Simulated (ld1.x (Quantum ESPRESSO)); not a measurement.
Pseudopotential generation for cadmium (Cd): RRKJ, PBE, fully relativistic.

ld1.x (Quantum ESPRESSO) 7.5 input, shortened:

```
&input
   title='Cd', zed=48., rel=2, dft='PBE', iswitch=3,
   config='[Kr] 4d10 5s0 5p0', rel_dist='average'
 /
 &inputp
   pseudotype=2, tm=.false., lloc=0,
   nlcc=.false.
 /
3
4P  2  1   6.00   0.00  1.65  1.65  0.0
4D  3  2  10.00   0.00  1.55  1.55  0.0
4S  1  0   2.00   0.00  0.85  0.85  0.0
 &test
   configts(1)='4s2 4p6 4d10 5s0 5p0'
 /
```

Open shells are filled in proportion to 2j + 1 (rel_dist='average').

All-electron outer shells of the reference configuration (PBE, scalar-relativistic, ld1.x):

```json
{"shell": "3d", "level (eV)": "-412.42", "outermost node (bohr)": "–", "outermost maximum (bohr)": "0.27"}
{"shell": "4s", "level (eV)": "-124.83", "outermost node (bohr)": "0.43", "outermost maximum (bohr)": "0.79"}
{"shell": "4p", "level (eV)": "-85.90", "outermost node (bohr)": "0.43", "outermost maximum (bohr)": "0.84"}
{"shell": "4d", "level (eV)": "-30.44", "outermost node (bohr)": "0.42", "outermost maximum (bohr)": "0.98"}
{"shell": "5s", "level (eV)": "-21.31", "outermost node (bohr)": "1.06", "outermost maximum (bohr)": "2.15"}
{"shell": "5p", "level (eV)": "-14.59", "outermost node (bohr)": "1.18", "outermost maximum (bohr)": "2.60"}
```

Problem. Estimate the cutoffs (Ry, on a coarse ladder) from which the occupation-weighted sum of valence levels, in a spherical-Bessel basis at the reference potential, stays within 10 and 1 mRy of its value at 400 Ry.

Solution. 160 Ry and 300 Ry.

Problem. Does the potential have ghost states?

Solution. No extra level below or beside the all-electron valence levels (p1/2, p3/2, d3/2, d5/2, s, f tested).

Problem. Which valence shell sets the plane-wave cutoff?

Solution. 4s: its level needs 260 Ry to come within 1 mRy, against 70 Ry for 4d.

Problem. Tests: 4s2 4p6 4d10 5s2 5p0; 4s2 4p6 4d10 5s1 5p0; 4s2 4p6 4d9 5s0 5p0; 4s1 4p6 4d10 5s2 5p0; 4s2 4p6 4d10 5s0 5p1; 4s2 4p6 4d10 5s1.5 5p0; 4s2 4p6 4d8 5s0 5p0. Which has the largest error in its energy relative to the reference configuration, and how large is it?

Solution. 4s2 4p6 4d10 5s0 5p1, with +355 meV (all-electron minus pseudo) on -11.36 eV.
